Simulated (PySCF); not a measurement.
# [Er(H2O)8]3+ at several levels of theory

Computed with PySCF 2.14.0 (density fitting, no spin-orbit coupling) at the geometry relaxed with B3LYP:

```xyz
25
[Er(H2O)8]3+ (singlet in the valence; each metal's 4f electrons, 11 of them, lie in its core potential, out of spins and levels; a saddle point, relaxed within its symmetry)
Er    0.0000    0.0000    0.0000
O     2.0874    0.0000    1.2454
H     2.2678    0.0000    2.2036
H     2.9701    0.0000    0.8324
O     0.0000    2.0874    1.2454
H     0.0000    2.2678    2.2036
H     0.0000    2.9701    0.8324
O    -2.0874    0.0000    1.2454
H    -2.2678    0.0000    2.2036
H    -2.9701    0.0000    0.8324
O     0.0000   -2.0874    1.2454
H     0.0000   -2.2678    2.2036
H     0.0000   -2.9701    0.8324
O     1.4760    1.4760   -1.2454
H     2.1002    2.1002   -0.8324
H     1.6036    1.6036   -2.2036
O    -1.4760    1.4760   -1.2454
H    -2.1002    2.1002   -0.8324
H    -1.6036    1.6036   -2.2036
O    -1.4760   -1.4760   -1.2454
H    -2.1002   -2.1002   -0.8324
H    -1.6036   -1.6036   -2.2036
O     1.4760   -1.4760   -1.2454
H     2.1002   -2.1002   -0.8324
H     1.6036   -1.6036   -2.2036
```

| level | basis | state | HOMO (eV) | gap (eV) | charge on Er1 (e) | population of f-type functions on Er1 (polarisation alone where 4f lies in the core) | dipole about the centre of mass (D) | largest force component (eV/Å) |
| --- | --- | --- | --- | --- | --- | --- | --- | --- |
| B3LYP | Er lcecp-1-SVP with ECP57, O def2-SVP, H def2-SVP | singlet | -20.36 | 7.86 | 0.87 | 0.04 | 0.00 | 0.01 |

In the lcecp rows the 4f levels are missing from HOMO and gap, and the state counts the valence alone.

Charges are Mulliken's, which hang on the basis. The relaxation used the grid (50, 194), these runs (75, 302) or, all-electron (x2c bases, spin-free X2C Hamiltonian), (99, 590).

Question: Order these levels, in the first row's basis, by the HOMO–LUMO gap they give here, smallest first.
A. wB97X
B. HF
C. TPSS
D. revPBE

Answer: D (5.68 eV), C (6.00 eV), A (13.20 eV), B (16.83 eV).

Question: And their other results?

Answer: 
```tsv
level	state	HOMO (eV)	gap (eV)	charge on Er1 (e)	population of f-type functions on Er1 (polarisation alone where 4f lies in the core)	dipole about the centre of mass (D)	largest force component (eV/Å)
revPBE	singlet	-18.74	5.68	0.75	0.04	0.00	0.31
wB97X	singlet	-23.26	13.20	0.90	0.05	0.00	0.17
HF	singlet	-25.59	16.83	1.65	0.04	0.00	1.31
TPSS	singlet	-18.91	6.00	0.79	0.04	0.00	0.36
```

In the first row's basis the gap widens with exact exchange: 5.7 to 6.0 eV for revPBE, TPSS (none); 7.9 eV for B3LYP (a fixed share); 13.2 to 16.8 eV for wB97X, Hartree–Fock (rising or full at long range).

An lcecp potential fixes the number of 4f electrons, so in runs with it no electron can move into or out of that shell.
